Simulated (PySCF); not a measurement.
## KCl⁻: one state, many levels of theory

State: ²Σ⁺ (doublet), unpaired electrons σ ↑. Set-up: PySCF, no relativity, basis sets K def2-SVPD, Cl def2-SVPD. De refers to K + Cl⁻ in their ground configurations, without counterpoise correction. The functionals are run spin-unrestricted. A positive dipole points towards Cl; it is taken about the centre of mass and depends on that origin.

| Level | Re (Å) | ωe (cm⁻¹) | De (eV) | μ (D) | CPU s a point (SCF and correlation, without the integrals) |
| --- | --- | --- | --- | --- | --- |
| UHF | 2.908 | 206 | n/a | 3.75 | 0.13 |
| UHF-MP2 | 2.893 | 206 | 1.34 | n/a | 0.22 |
| UHF-SCS-MP2 | 2.899 | 205 | 1.33 | n/a | n/a |
| UHF-CCSD | 2.896 | 206 | n/a | n/a | n/a |
| UHF-CCSD(T) | 2.899 | 205 | 1.33 | n/a | 3.9 |
| LDA | 2.787 | 224 | 1.39 | 2.45 | 0.25 |
| PBE | 2.863 | 204 | 1.28 | 2.85 | 0.43 |
| TPSS | 2.857 | 207 | 1.33 | 3.49 | 1.6 |
| r²SCAN | 2.859 | 212 | 1.35 | 3.07 | 0.56 |
| PBE0 | 2.847 | 212 | 1.33 | 3.21 | 0.87 |
| r²SCAN0 | 2.850 | 215 | 1.35 | 3.02 | 0.63 |

Which functional lies closest to UHF-CCSD(T) in De, which farthest, and by how much do they differ from it?

Closest is TPSS (-4.2 pm in Re, +1.0 % in ωe, +0.00 eV in De against UHF-CCSD(T) in the same basis), farthest LDA (-11.2 pm in Re, +9.3 % in ωe, +0.06 eV in De). CCSD(T) converges more slowly with the basis than the functionals do and binds too weakly in this one, so the order can change at the basis-set limit.

What does a quarter of exact exchange do here, going from PBE to PBE0?

PBE0 less PBE: -1.6 pm in Re, +3.9 % in ωe, +0.05 eV in De. Exact exchange removes part of the self-interaction that spreads semilocal densities, and in most molecules shortens and stiffens the bond and lowers De; here De goes the other way.

What does the step from GGA to meta-GGA do here, going from PBE to r²SCAN?

r²SCAN less PBE: -0.4 pm in Re, +3.9 % in ωe, +0.07 eV in De. 

Correlated steps freeze 10 core orbitals. Correlated levels converge slowly with the basis: in double zeta they bind strong bonds too weakly, by up to about 1 eV, and carry superposition errors of some tenths. For an ion De counts to the pair picked by the measured ionisation energies or electron affinities, which need not be the lowest pair at this level. Counting both spins, an empty level lies below a filled one in some of these solutions, because spin and occupation are held. The highest Kohn–Sham level is positive in this anion. Much of that is self-interaction error, but it also means that the finite basis helps to hold the extra electron. The state was picked by a PBE0 search and need not be the measured ground state.

The whole job (state search and all levels along the bond) took about 1.8 min on 1 thread of Intel Xeon Platinum 8375C @ 2.90GHz (shared host), peak memory 0.63 GiB.
